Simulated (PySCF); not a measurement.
# Polarisability and C₆ of Tc⁺ (technetium, charge +1)

[Kr] 4d4 5s2, high-spin 5D determinant (an excited configuration). Computed with PySCF 2.14 in x2c-TZVPPall with one added diffuse shell each of s, p, d, f type (9s7p7d3f1g, 95 functions), with the spin-free X2C one-electron Hamiltonian (Gaussian nucleus). Coupled (time-dependent) response in atomic units; α is the mean over directions.

```
method  mean α (bohr³)         α xx, yy, zz  C₆ (like pair)  S(−4)
   UHF           51.95  51.59, 51.59, 52.68           474.8   1373
   PBE           43.40  43.92, 43.92, 42.38           381.2  860.2
  PBE0           45.36  45.88, 45.88, 44.33           402.2  951.7
```

S(−4) is the Cauchy moment in α(ω) = α(0) + S(−4) ω² + …

Spin-orbit coupling is absent.

α(iu) at PBE:

| u (hartree) | α(iu) (bohr³) |
| --- | --- |
| 0 | 43.40 |
| 0.0500 | 41.39 |
| 0.100 | 36.58 |
| 0.200 | 26.04 |
| 0.300 | 18.60 |
| 0.500 | 10.98 |
| 0.750 | 6.972 |
| 1.00 | 4.998 |
| 1.50 | 3.041 |
| 2.00 | 2.066 |
| 3.00 | 1.127 |
| 5.00 | 0.4825 |

A single London oscillator, α(iu) = α/(1 + u²/ω²), gives C₆ = (3/4) ω α². Matching the computed C₆ needs ω = 4 × 381.2 / (3 × 43.40²) = 0.270 hartree.

For an ion, C₆ is the dispersion term alone; charge-induced terms of lower order in 1/R come first.

The components differ because the open shell of this determinant is not spherical; for a pure term their mean is the scalar polarisability.
